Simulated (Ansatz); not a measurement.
`CC[Si]O[SiH3]` + H₂ → `CC[SiH]` + `O[SiH3]` at 400 K and 1 bar (hydrogenolysis of the Si–O bond).

Program: Ansatz. Geometries: PBE0-D4/def2-TZVP. ΔE: electronic, gas phase. CBS: MP2 limit from def2 TZ/QZ plus the TZ coupled-cluster correction, frozen cores. This one scheme is used for every species. One conformer a species, not always the lowest.

```tsv
species	CCSD(T)/CBS energy (Eh)	H − E (kJ/mol)	S (J/(mol·K))
`CC[Si]O[SiH3]`	-734.29002	286.8	423.0
H₂	-1.17544	38.0	139.0
`CC[SiH]`	-368.72354	210.2	315.9
`O[SiH3]`	-366.69042	120.0	276.4
```

H − E and S are ideal-gas, rigid-rotor, harmonic terms from PBE0-D4/def2-TZVP, for one conformer and one mirror image of each species. The MP2-based limit puts H₂ 0.8 mEh under its directly extrapolated value; such offsets cancel only in part. 1 Eh = 2625.50 kJ/mol, R = 8.31446 J/(mol·K).

Problem. By hand: ΔE, ΔH, ΔS and ΔG.

Solution. ΔE = (-368.72354) + (-366.69042) − (-734.29002) − (-1.17544) = 0.05150 Eh = 135.2 kJ/mol. Δ(H − E) = 210.2 + 120.0 − 286.8 − 38.0 = 5.4, so ΔH = 140.6 kJ/mol. ΔS = 315.9 + 276.4 − 423.0 − 139.0 = 30.3 J/(mol·K). ΔG = 140.6 − 400 × (30.3)/1000 = 128.5 kJ/mol.

Problem. By hand: the equilibrium constant, and the temperature at which ΔG would vanish if ΔH and ΔS stayed fixed.

Solution. log₁₀ K = −ΔG/(RT ln 10) = -16.8. ΔG = 0 at ΔH/ΔS = 4640 K, far beyond where these terms or the molecules hold.

ΔH outweighs TΔS. A doubt of 5 kJ/mol in ΔE shifts log₁₀ K by 0.7 here. Other conformers and mirror images would add mixing entropy, several J/(mol·K) or more a flexible species. Modes under 60 cm⁻¹, often nearly free rotors, make the harmonic entropy too high. These are equilibria of isolated gas molecules and say nothing of rates. Largest T1 diagnostic: 0.013 (customary marks: 0.02 for closed shells, 0.045 for open ones).
